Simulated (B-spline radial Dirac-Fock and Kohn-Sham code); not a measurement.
## Binding energies of Er³⁺ in different valence configurations

Level of theory: Dirac-Fock ΔSCF + Breit + QED; an atomic code on a B-spline grid. Correlation and solid-state effects are left out.

Reference: the tabulated ground configuration [Xe] 4f11, with 2s 9794.7 eV, 3s 2261.1 eV, 3p3/2 1852.9 eV, 3d3/2 1489.8 eV, 4d5/2 213.0 eV, 5p3/2 59.27 eV, Kα1 49124.1 eV, Kβ1 55665.8 eV, Lα1 6946.1 eV, Lβ2 8181.6 eV.

Shifts from the reference in eV.

```tsv
configuration	average energy	2s	3s	3p3/2	3d3/2	4d5/2	5p3/2	Kα1	Kβ1	Lα1	Lβ2
[Xe] 4f9 6s2	+35.80	+28.77	+31.31	+31.14	+30.68	+26.12	+13.42	-2.03	-4.65	-2.22	+2.39
[Xe] 4f10 6s1	+12.61	+13.75	+14.96	+14.90	+14.68	+12.66	+6.63	-0.98	-2.23	-1.06	+0.99
[Xe] 4f10 5d1	+9.71	+9.89	+11.18	+11.14	+10.92	+8.99	+3.89	-0.80	-2.13	-1.16	+0.81
[Xe] 4f10 6p1	+18.51	+14.99	+16.20	+16.16	+15.94	+13.91	+7.79	-0.96	-2.21	-1.06	+1.00
[Xe] 4f9 5d2	+26.13	+20.47	+23.18	+23.09	+22.65	+18.37	+7.75	-1.69	-4.50	-2.43	+1.92
```

Values without a named source are computed, but for edge energies of neutral atoms, which are taken from tables.
